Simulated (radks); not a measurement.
Results of a calculation; reference values are marked as such.
Q: All-electron atom: Re21+ in [Kr] 4d10 4f8. Code: a radial shooting solver on a logarithmic mesh with Libxc functionals. Model: Dirac Kohn-Sham, PBE, spin-unpolarised, spherical densities, point nucleus; open shells are shared between the two j in proportion to 2j + 1. Some entries of the table are withheld. Estimate them.

| orbital | occ. | eigenvalue (eV) | r(max) (bohr) | <1/r> (bohr^-1) |
|---|---|---|---|---|
| 1s1/2 | 2 | -72141.50 | 0.01123 | (1) |
| 2s1/2 | 2 | -12974.62 | 0.06471 | 21.65 |
| 2p1/2 | 2 | (2) | 0.04802 | 21.60 |
| 2p3/2 | 4 | (3) | 0.05496 | 18.04 |
| 3s1/2 | 2 | (4) | 0.1821 | 7.955 |
| 3p1/2 | 2 | -3206.179 | 0.1705 | 7.866 |
| 3p3/2 | 4 | -2892.741 | 0.1846 | 6.946 |
| 3d3/2 | 4 | -2492.654 | (5) | 6.837 |
| 3d5/2 | 6 | -2424.646 | (6) | 6.621 |
| 4s1/2 | 2 | -1146.219 | 0.4089 | 3.431 |
| 4p1/2 | 2 | -1045.661 | 0.4075 | 3.332 |
| 4p3/2 | 4 | -967.4051 | 0.4354 | 3.023 |
| 4d3/2 | 4 | -801.7140 | (7) | 2.849 |
| 4d5/2 | 6 | -786.4669 | (8) | 2.778 |
| 4f5/2 | 3.42857 | -576.2346 | (9) | 2.503 |
| 4f7/2 | 4.57143 | -572.7489 | (10) | 2.478 |

A: 
(1) 1s1/2 <1/r> (bohr^-1): 88.81
(2) 2p1/2 eigenvalue (eV): -12438.18
(3) 2p3/2 eigenvalue (eV): -10998.21
(4) 3s1/2 eigenvalue (eV): -3444.980
(5) 3d3/2 r(max) (bohr): 0.1445
(6) 3d5/2 r(max) (bohr): 0.1484
(7) 4d3/2 r(max) (bohr): 0.4276
(8) 4d5/2 r(max) (bohr): 0.4359
(9) 4f5/2 r(max) (bohr): 0.3856
(10) 4f7/2 r(max) (bohr): 0.3891
